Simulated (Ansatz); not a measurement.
`O[SiH](O)S` → `O[Si]O` + H₂S  (silylene formation by 1,1-elimination)

Isolated molecules relaxed with PBE0-D4/def2-TZVP in Ansatz; ΔE leaves out vibrations. CCSD(T)/CBS is the MP2 limit (def2-TZVPP, def2-QZVPP) plus CCSD(T) − MP2 in def2-TZVPP, frozen cores. This one scheme is used for every species. DFT in def2-TZVPP. HSE06 is defined as in plane-wave codes. One conformer a species, not always the lowest.

`O[SiH](O)S`:

```xyz
8

O    -1.060   -0.909    0.469
Si    0.030    0.317    0.433
O    -0.656    1.509   -0.441
S     1.904   -0.394   -0.307
H    -0.721   -1.776    0.698
H     0.353    0.884    1.757
H    -1.235    1.253   -1.161
H     1.386   -0.883   -1.448
```

`O[Si]O`:

```xyz
5

O     0.244   -1.275   -0.712
Si   -0.791   -0.005   -0.599
O    -0.022    0.866    0.591
H     1.013   -1.274   -0.132
H    -0.444    1.688    0.851
```

H₂S:

Cartesian coordinates in Å:
```
S -0.469 0.148 0.377
H -0.098 -0.981 -0.245
H 0.567 0.832 -0.132
```

| level | ΔE (kJ/mol) | difference from CCSD(T)/CBS |
| --- | --- | --- |
| LDA (SPW92) | 207.4 | 11.1 |
| r2SCAN-D4 | 210.5 | 14.2 |
| PBE0-D4 | 204.6 | 8.3 |
| r2SCANh-D4 | 213.5 | 17.2 |
| r2SCAN0-D4 | 217.8 | 21.5 |
| HSE06-D4 | 204.4 | 8.1 |
| BHLYP-D4 | 204.2 | 7.9 |
| HSE06 | 197.6 | 1.3 |
| LC-ωPBE | 207.2 | 10.9 |
| MP2/def2-SVP | 190.7 | -5.6 |
| CCSD(T)/CBS | 196.3 | 0 |

What do rigid-rotor, harmonic-oscillator terms from PBE0-D4/def2-TZVP frequencies (298.15 K, 1 bar) make of the CCSD(T)/CBS value? (Estimate.)

The calculation gave: ΔZPE = -9.6 kJ/mol, ΔH = +189.7 kJ/mol, ΔS = 143 J/(mol·K), ΔG = +147.1 kJ/mol.

Largest T1 diagnostic among the species: 0.015.

Leaving LDA and LC-ωPBE aside and taking each functional with its dispersion term where it has one, the values, not all of them listed here, spread over 48.1 kJ/mol, from BLYP-D4 to r2SCAN0-D4. LDA lies +27.9 kJ/mol from PBE without D4. From PBE to PBE0 (25 % exact exchange), in def2-TZVPP and without D4, ΔE moves by +17.8 kJ/mol. At CCSD(T), def2-SVP lies −24.0 kJ/mol from the extrapolated value and def2-TZVPP −7.1 kJ/mol.
